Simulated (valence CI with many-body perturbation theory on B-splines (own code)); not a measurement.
**Level structure of As²⁷⁺**

Calculated by configuration interaction combined with many-body perturbation theory (CI+MBPT): four valence electrons over a frozen Dirac-Fock core [He], a basis of 11 s, 11 p, 10 d, 8 f, 5 g, 2 h functions for each j, with the one-electron correlation potential Σ1, the two-electron term Σ2, the three-electron term Σ3, Breit, model QED; selected CI, second order for the rest, scaled by the run's own slope (own B-spline code, finite nucleus).

The last digits are not significant, and no measured levels were compared; by estimate large intervals hold to a few tenths of a per cent, small ones and those within an open d or f shell to about a per cent. Among the levels kept, up to 1000 cm⁻¹ of a level comes from second order outside the variational space, and about a tenth of that is noise between levels of different J, which matters for small intervals.

Levels 136 to 180 of 201, with energies above the lowest level, (2s^2 2p1/2^2) J=0. "Leading %" is the weight of the configuration and term that name the level; weights of strongly mixed levels are sums over their largest components and can fall short. In the jj column 3d3/2^4 stands for four electrons in 3d with j = 3/2.

| No. | Configuration | Term | J | E (eV) | Leading % | Second component | Leading jj | g |
| --- | --- | --- | --- | --- | --- | --- | --- | --- |
| 136 | 2s 2p2 3d | 3D | 2 | 1896.7 | 45 | 27 % 2s 2p2 3d 3P | 2s 2p1/2 2p3/2 3d5/2 (45 %) | 1.230 |
| 137 | 2s 2p2 3p | 3D° | 3 | 1898.1 | 81 | 7 % 2s 2p2 3p 3F° | 2s 2p3/2^2 3p3/2 (84 %) | 1.295 |
| 138 | 2s 2p2 3d | 3D | 2 | 1898.2 | 37 | 36 % 2s 2p2 3d 3P | 2s 2p3/2^2 3d3/2 (42 %) | 1.286 |
| 139 | 2s 2p2 3p | 3P° | 0 | 1898.7 | 76 | 22 % 2s 2p2 3p 1S° | 2s 2p3/2^2 3p3/2 (64 %) |  |
| 140 | 2s 2p2 3d | 3P | 1 | 1900.8 | 40 | 24 % 2s 2p2 3d 3S | 2s 2p3/2^2 3d3/2 (65 %) | 1.571 |
| 141 | 2s 2p2 3d | 1G | 4 | 1901.0 | 46 | 32 % 2s 2p2 3d 3F | 2s 2p3/2^2 3d3/2 (75 %) | 1.100 |
| 142 | 2s 2p2 3p | 3P° | 2 | 1901.8 | 67 | 16 % 2p3 3s 5S° | 2s 2p3/2^2 3p3/2 (66 %) | 1.545 |
| 143 | 2s 2p2 3p | 3P° | 1 | 1901.9 | 44 | 38 % 2s 2p2 3p 1P° | 2s 2p3/2^2 3p3/2 (77 %) | 1.269 |
| 144 | 2s 2p2 3d | 1F | 3 | 1905.3 | 36 | 32 % 2s 2p2 3d 3D | 2s 2p3/2^2 3d5/2 (64 %) | 1.123 |
| 145 | 2p3 3s | 3S° | 1 | 1906.5 | 33 | 15 % 2p3 3s 3D° | 2p1/2^2 2p3/2 3s (66 %) | 1.345 |
| 146 | 2s 2p2 3p | 1D° | 2 | 1907.7 | 52 | 32 % 2s 2p2 3p 3P° | 2s 2p3/2^2 3p3/2 (75 %) | 1.217 |
| 147 | 2s 2p2 3d | 1S | 0 | 1908.6 | 67 | 30 % 2s 2p2 3d 3P | 2s 2p3/2^2 3d5/2 (56 %) |  |
| 148 | 2s 2p2 3d | 1P | 1 | 1909.4 | 44 | 30 % 2s 2p2 3d 3S | 2s 2p3/2^2 3d5/2 (68 %) | 1.386 |
| 149 | 2s 2p2 3d | 1D | 2 | 1909.7 | 40 | 37 % 2s 2p2 3d 3P | 2s 2p3/2^2 3d5/2 (79 %) | 1.216 |
| 150 | 2s 2p2 3p | 1P° | 1 | 1917.1 | 55 | 20 % 2s 2p2 3p 3S° | 2s 2p3/2^2 3p3/2 (72 %) | 1.152 |
| 151 | 2p3 3p | 5P | 1 | 1925.9 | 51 | 18 % 2p3 3p 3P | 2p1/2^2 2p3/2 3p1/2 (78 %) | 1.878 |
| 152 | 2p3 3p | 5P | 2 | 1926.8 | 44 | 24 % 2p3 3p 3P | 2p1/2^2 2p3/2 3p1/2 (74 %) | 1.495 |
| 153 | 2p3 3s | 3D° | 2 | 1930.7 | 52 | 23 % 2p3 3s 5S° | 2p1/2 2p3/2^2 3s (80 %) | 1.374 |
| 154 | 2s 2p2 3d | 1P | 1 | 1933.0 | 42 | 36 % 2s 2p2 3d 3D | 2s 2p3/2^2 3d3/2 (64 %) | 0.886 |
| 155 | 2s 2p2 3d | 3F | 4 | 1933.6 | 82 | 8 % 2s 2p2 3d 1G | 2s 2p3/2^2 3d5/2 (87 %) | 1.215 |
| 156 | 2s 2p2 3d | 3D | 3 | 1933.6 | 56 | 23 % 2s 2p2 3d 3F | 2s 2p3/2^2 3d5/2 (64 %) | 1.269 |
| 157 | 2p3 3s | 3D° | 1 | 1935.1 | 50 | 38 % 2p3 3s 3S° | 2p1/2 2p3/2^2 3s (86 %) | 1.182 |
| 158 | 2s 2p2 3d | 3D | 3 | 1935.4 | 27 | 24 % 2p3 3p 5P | 2s 2p3/2^2 3d5/2 (32 %) | 1.328 |
| 159 | 2s 2p2 3d | 3D | 2 | 1935.7 | 52 | 26 % 2s 2p2 3d 3F | 2s 2p3/2^2 3d3/2 (83 %) | 0.993 |
| 160 | 2s 2p2 3d | 3D | 1 | 1938.2 | 72 | 7 % 2p3 3p 3P | 2s 2p3/2^2 3d3/2 (64 %) | 0.734 |
| 161 | 2s 2p2 3d | 3P | 2 | 1938.3 | 39 | 30 % 2s 2p2 3d 3D | 2s 2p3/2^2 3d3/2 (44 %) | 1.242 |
| 162 | 2s 2p2 3d | 3D | 3 | 1939.1 | 40 | 33 % 2p3 3p 5P | 2p1/2^2 2p3/2 3p3/2 (37 %) | 1.410 |
| 163 | 2p3 3p | 3P | 1 | 1939.3 | 29 | 11 % 2p3 3p 1P | 2p1/2^2 2p3/2 3p3/2 (67 %) | 1.297 |
| 164 | 2p3 3s | 3D° | 3 | 1940.6 | 95 |  | 2p1/2 2p3/2^2 3s (95 %) | 1.327 |
| 165 | 2s 2p2 3d | 1D | 2 | 1941.1 | 50 | 31 % 2s 2p2 3d 3D | 2s 2p3/2^2 3d5/2 (72 %) | 1.093 |
| 166 | 2s 2p2 3d | 3P | 0 | 1941.7 | 86 | 12 % 2s 2p2 3d 1S | 2s 2p3/2^2 3d3/2 (86 %) |  |
| 167 | 2s 2p2 3d | 1F | 3 | 1943.2 | 73 | 12 % 2s 2p2 3d 3D | 2s 2p3/2^2 3d3/2 (41 %) | 1.049 |
| 168 | 2s 2p2 3d | 3P | 1 | 1943.5 | 62 | 27 % 2s 2p2 3d 1P | 2s 2p3/2^2 3d5/2 (62 %) | 1.361 |
| 169 | 2p3 3s | 1D° | 2 | 1944.7 | 69 | 25 % 2p3 3s 3D° | 2p1/2 2p3/2^2 3s (95 %) | 1.050 |
| 170 | 2p3 3p | 3P | 2 | 1945.6 | 31 | 26 % 2p3 3p 5P | 2p1/2^2 2p3/2 3p3/2 (60 %) | 1.354 |
| 171 | 2p3 3p | 3P | 0 | 1953.1 | 92 | 6 % 2p3 3p 1S | 2p1/2^2 2p3/2 3p3/2 (54 %) |  |
| 172 | 2s 2p2 3d | 1D | 2 | 1953.7 | 70 | 13 % 2s 2p2 3d 3P | 2s 2p3/2^2 3d5/2 (55 %) | 1.078 |
| 173 | 2p3 3p | 3D | 1 | 1957.4 | 28 | 22 % 2p3 3p 1P | 2p1/2 2p3/2^2 3p1/2 (83 %) | 1.304 |
| 174 | 2p3 3p | 3F | 2 | 1961.6 | 37 | 24 % 2p3 3p 3D | 2p1/2 2p3/2^2 3p1/2 (86 %) | 1.093 |
| 175 | 2p3 3s | 3P° | 0 | 1962.5 | 96 |  | 2p1/2 2p3/2^2 3s (96 %) |  |
| 176 | 2p3 3s | 3P° | 1 | 1964.8 | 68 | 26 % 2p3 3s 1P° | 2p1/2 2p3/2^2 3s (93 %) | 1.349 |
| 177 | 2p3 3d | 5D° | 2 | 1967.5 | 46 | 24 % 2p3 3d 3D° | 2p1/2^2 2p3/2 3d3/2 (84 %) | 1.221 |
| 178 | 2p3 3d | 5D° | 3 | 1967.9 | 55 | 17 % 2p3 3d 3D° | 2p1/2^2 2p3/2 3d3/2 (59 %) | 1.338 |
| 179 | 2p3 3p | 3F | 3 | 1968.7 | 65 | 17 % 2p3 3p 3D | 2p1/2 2p3/2^2 3p1/2 (73 %) | 1.167 |
| 180 | 2p3 3d | 5D° | 0 | 1969.1 | 70 | 24 % 2p3 3d 3P° | 2p1/2^2 2p3/2 3d3/2 (75 %) |  |

Where two levels of one J and parity lie close, their mixing, g and order are uncertain.
